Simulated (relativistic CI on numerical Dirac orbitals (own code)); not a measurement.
## Sensitivity of the levels of Pb⁴⁵⁺ to α and to the nuclear radius

Calculated at this level of theory: Dirac-Coulomb-Breit CI, orbitals from a KLI potential per configuration, derivatives by finite differences, unscaled Slater integrals, QED left out (own radial code, finite nucleus).

CI space (outside the closed core [Ar] 3d10): 4s2 4p6 4d, 4s2 4p6 4f, 4s2 4p5 4d2, 4s 4p6 4d2, 4s2 4p5 4d 4f, 4s 4p6 4d 4f. Double excitations out of closed p, d and f shells are left out; levels of such configurations are missing from the list, as are those of other unlisted configurations, and high levels can miss mixing partners.

With x = (α/α₀)² − 1 an excitation energy changes as ω = ω₀ + qx; K = 2q/ω₀ is the relative enhancement. Terms are leading LS components, so labels can repeat. The field-shift factor is F = δν/δ⟨r²⟩ for the transition from the lowest level.

Lowest level 4s2 4p6 4d 2D_3/2.

```
               Level  ω₀ (cm⁻¹)  q (cm⁻¹)  F (GHz/fm²)
   4s2 4p6 4d 2D_5/2     267789    273900         11.2
 4s2 4p5 4d2 4D°_3/2    1469957     80910           20
 4s2 4p5 4d2 4D°_1/2    1477064     98170         21.2
 4s2 4p5 4d2 4F°_5/2    1503372     85460         19.6
 4s2 4p5 4d2 2G°_7/2    1517793     78780         17.8
 4s2 4p5 4d2 2P°_3/2    1594223     94740         20.3
 4s2 4p5 4d2 4D°_5/2    1710424    349300           30
 4s2 4p5 4d2 4G°_9/2    1738937    350000         27.8
 4s2 4p5 4d2 4F°_7/2    1744628    355700         29.6
 4s2 4p5 4d2 4D°_3/2    1764934    357200         31.2
 4s2 4p5 4d2 4P°_5/2    1769521    355400         30.7
4s2 4p5 4d2 2H°_11/2    1780692    354100         27.9
 4s2 4p5 4d2 2G°_7/2    1788658    349800         30.7
```

At this charge energies of transitions that change n are usually good to better than 1 %, and those within a shell (Δn = 0) to a few per cent.

Which transition from the lowest level has the largest |K|?

4s2 4p6 4d 2D_5/2 at 267789 cm⁻¹, K = 2.05.
